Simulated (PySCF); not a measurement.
Vibration and rotation of KCd

B97-3 constants of KCd, ²Σ⁺ (doublet), unpaired electrons σ ↑ (basis K def2-SVP, Cd def2-SVP with ECP28; scalar-relativistic core potentials; PySCF 2.14; masses 38.9637 and 113.9034 u):

* ωe: 44.2 cm⁻¹
* ωexe: 0.514 cm⁻¹
* Be: 0.035196 cm⁻¹
* αe: 0.000496 cm⁻¹
* De to K + Cd: 0.062 eV

Problem. What force constant and bond length do these constants imply?

Solution. Reduced mass μred = 29.032 u; k = 5.8918×10⁻⁷·μred·ωe² (u, cm⁻¹, mdyn/Å) = 0.0334 mdyn/Å; Re = √(16.8576/(μred·Be)) (u, cm⁻¹, Å) = 4.062 Å.

Problem. Estimate the centrifugal constant D from the Kratzer relation and find the Dunham coefficient a1.

Solution. D = 4Be³/ωe² = 8.93e-08 cm⁻¹; a1 = −1 − αeωe/(6Be²) = -3.95.

The bond is weak. Basis-set superposition, not corrected here, can be much of De in a small basis, most of all at correlated wavefunction levels. Functionals without a dispersion term scatter widely for such bonds, and LDA overbinds them. Spin–orbit coupling is left out. The state was picked by a PBE0 search and need not be the measured ground state.
